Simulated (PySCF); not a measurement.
Spinor energies of Nb (niobium, neutral)

Start: [Kr] 4d5; 4d5/2 filled at m_j = -3/2, -1/2, +1/2, +3/2, +5/2. Calculated with PySCF 2.14 in x2c-TZVPall-2c (8s9p7d1f, 77 functions): generalised Hartree-Fock with the X2C-1e Hamiltonian and a Gaussian nucleus; one run each with spin-orbit coupling (SO) switched off, then screened by Boettger's factors. This is a chosen level, not necessarily the ground level.

| spinor shell | electrons | ε, spin-free (eV) | ε, screened SO (eV) | weight of nominal j (screened SO) | rms radius, screened SO (bohr) |
| --- | --- | --- | --- | --- | --- |
| 1s1/2 | 2 | -19084.5 | -19083.5 | 1.000 | 0.0415 |
| 2s1/2 | 2 | -2740.4 | -2740.2 | 1.000 | 0.171 |
| 2p1/2 | 2 | -2440.3 | -2506.4 | 1.000 | 0.149 |
| 2p3/2 | 4 | -2440.3 | -2409.2 | 1.000 | 0.154 |
| 3s1/2 | 2 | -486.45 | -486.39 | 1.000 | 0.471 |
| 3p1/2 | 2 | -385.58 | -396.75 | 1.000 | 0.471 |
| 3p3/2 | 4 | -385.58 | -380.31 | 1.000 | 0.482 |
| 3d3/2 | 4 | -220.66 | -222.50 | 0.981 | 0.471 |
| 3d5/2 | 6 | -220.66 | -219.38 | 0.987 | 0.475 |
| 4s1/2 | 2 | -69.525 | -69.515 | 1.000 | 1.25 |
| 4p1/2 | 2 | -40.646 | -44.407 | 0.661 | 1.43 |
| 4p3/2 | 4 | -40.646 | -38.808 | 0.830 | 1.41 |
| 4d5/2 | 5 | -5.791 | -5.791 | 0.586 | 2.55 |

```
   quantity    spin-free  screened SO
E (hartree)  -3816.96889  -3817.37575
        M_J          5/2          5/2
       ⟨J²⟩        8.755        8.755
       ⟨L²⟩        0.000        0.011
       ⟨S²⟩        8.755        8.757
```

Each row is a mean over spinors that exchange with the open shell spreads, by up to 6.351 eV (4p3/2).

Rows whose weight is well below 1 are mixtures of j = l ± 1/2: exchange outweighs spin-orbit coupling there, and the label is only the starting occupation.

Breit and QED terms are absent; they matter most for the inner s and p1/2 levels.

Densities and radii are taken from the X2C orbitals without a picture-change correction, which distorts them close to the nucleus.

Without spin-orbit coupling the j labels of p, d and f shells carry no meaning; the spin-free column gives the mean over the occupied spinors of each nl shell.
